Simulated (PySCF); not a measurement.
Theoretical values (PySCF 2.14): coordinates at the GFN2-xTB level, shielding tensors at PBE0/pcSseg-1 (GIAO). One conformer, rapidly exchanging positions averaged, non-relativistic, no solvent.

Scale: 1H (31.72 ppm) and 13C (186.93 ppm) vs TMS (reference shieldings calculated alike). Shifts are as computed. Against solution values, carbons near 30 ppm lie about +3 ppm off and those near 130 ppm about +5 ppm. Of 1211 compounds with measured shifts, 218 miss one by over three times the rms of a fit or turn the order of signals round; such compounds aren't used in these exercises. OH and NH positions are gas-phase values without hydrogen bonding to other molecules.

Task: Order these molecules by the shift of their most deshielded carbon, lowest δ first.
A. FC(F)=C(F)P1C=C1C(F)(F)F
B. C/C=N/O
C. CC#P

Result: B (146.0 ppm, C=N carbon), A (172.0 ppm, fully substituted alkene carbon), C (184.3 ppm, carbon bonded to C, P).

Task: Order these molecules by the shift of their most shielded carbon-bound hydrogen, lowest δ first.
A. CC#P
B. C/C=N/O
C. [SiH3]N([SiH3])c1cccc2c1C2
D. FC(F)=C(F)P1C=C1C(F)(F)F

Result: B (1.98 ppm, hydrogen on a methyl carbon), A (2.49 ppm, hydrogen on a methyl carbon), C (3.62 ppm, hydrogen on a three-membered-ring carbon), D (8.53 ppm, hydrogen on an alkene CH).

Task: How many 13C and 1H signals does each give (equivalence by symmetry and fast rotation, but not about amide C–N or C=N bonds)? `CC#P`, `C/C=N/O`, `FC(F)=C(F)P1C=C1C(F)(F)F`, `[SiH3]N([SiH3])c1cccc2c1C2`

Result: CC#P: 2 C, 1 H; C/C=N/O: 2 C, 3 H; FC(F)=C(F)P1C=C1C(F)(F)F: 5 C, 1 H; [SiH3]N([SiH3])c1cccc2c1C2: 7 C, 5 H.
